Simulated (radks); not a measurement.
Values are calculated unless marked as measured or tabulated.
Mean orbital radii <r> (bohr) of neutral lithium, [He] 2s1, at several levels of relativity; Dirac values are averaged over j with weights 2j + 1. Spin-unpolarised spherical Kohn-Sham, PBE, point nucleus unless stated (finite: rms radius 2.444 fm), a radial shooting solver on a logarithmic mesh with Libxc functionals. A level marked "c x" has the speed of light scaled by that factor.

1s: non-rel. 0.5820; scalar-rel. 0.5819; Dirac, c x 0.75 0.5819; Dirac, c x 10 0.5820; change of magnitude, last against first (%) 0.00
2s: non-rel. 3.907; scalar-rel. 3.907; Dirac, c x 0.75 3.907; Dirac, c x 10 3.907; change of magnitude, last against first (%) 0.00
2p (empty): non-rel. 5.041; scalar-rel. 5.041; Dirac, c x 0.75 5.041; Dirac, c x 10 5.041; change of magnitude, last against first (%) 0.00
